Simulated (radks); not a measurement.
Problem. All-electron atom: Tl XXXII in [Kr] 4d10 4f4 (the NIST ground configuration). All-electron calculation, scalar-relativistic Kohn-Sham, SOGGA, spin-polarised, spherical densities, point nucleus; open shells are filled with parallel spins first (spin-orbit coupling, left out, can overturn this in heavy ions). Program: a radial shooting solver on a logarithmic mesh with Libxc functionals. Some entries of the table are withheld. Estimate them.

orbital,occ.,eigenvalue (Ry),<r^2> (bohr^2)
1s down,1,-6373.800,0.0003687
1s up,1,-6373.799,0.0003687
2s up,1,-1202.123,0.005606
2s down,1,-1202.106,0.005605
2p up,3,-1045.281,0.004758
2p down,3,-1045.268,0.004758
3s up,1,-349.0864,0.03587
3s down,1,-348.7020,0.03582
3p up,3,-303.8996,0.03699
3p down,3,-303.5080,0.03693
3d up,5,-257.3231,0.03058
3d down,5,-257.0221,0.03051
4s up,1,-135.1674,0.1580
4s down,1,-134.6128,0.1583
4p up,3,-119.4592,0.1747
4p down,3,-118.9339,0.1751
4d up,5,-101.5620,(1)
4d down,5,-101.0401,(2)
4f up,4,(3),(4)
4f down,0,(5),(6)
5s up,0,-69.58211,0.5292
5s down,0,-69.31953,0.5315
5p up,0,-63.22708,0.5926
5p down,0,-62.98944,0.5951

Solution. 
(1) 4d up <r^2> (bohr^2): 0.1826
(2) 4d down <r^2> (bohr^2): 0.1832
(3) 4f up eigenvalue (Ry): -82.74864
(4) 4f up <r^2> (bohr^2): 0.1671
(5) 4f down eigenvalue (Ry): -82.15389
(6) 4f down <r^2> (bohr^2): 0.1681
